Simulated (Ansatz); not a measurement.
F2O2W (SMILES [O]=[W](=[O])([F])[F]) moved off its minimum; all values from Ansatz (a program for electronic structure), cores frozen in correlated methods. Elements past Kr take the def2 small-core potentials, without spin–orbit coupling.
(charge 0, multiplicity 1)
```xyz
5

W      0.01631    -0.03033    -0.02361
O      1.34297    -0.39743    -0.97076
O      0.56903    -0.00460     1.66055
F     -0.51150     1.76844    -0.40651
F     -1.28417    -1.36394    -0.22431
```

Give the forces (eV/Å), the total energy and the dipole at CCSD(T)/def2-TZVPPD.


| atom | Fx | Fy | Fz |
|---|---|---|---|
| W1 | -1.304 | 1.931 | 3.870 |
| O2 | 1.676 | -0.552 | -1.155 |
| O3 | -0.804 | -0.249 | -2.777 |
| F4 | 0.247 | -1.341 | 0.097 |
| F5 | 0.185 | 0.212 | -0.035 |
Energy -416.5887 hartree, dipole 1.54 D.
